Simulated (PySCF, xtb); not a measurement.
C5H7F, SMILES FC1[C@@H](C)CC=1.

xtb with GFN2-xTB at its own geometry gives an orbital gap of 5.10 eV and a dipole moment of 2.27 D.

Geometry: B3LYP-D3(BJ)/def2-SVP. The structure was generated by enumeration; whether it is a known compound was not checked.

Question: What does PBE/def2-TZVP (PySCF) give? (An estimate is asked for; the answer gives what the named calculation found.)

Answer: gap 5.41 eV (levels -5.86 and -0.45 eV), dipole 1.33 D.
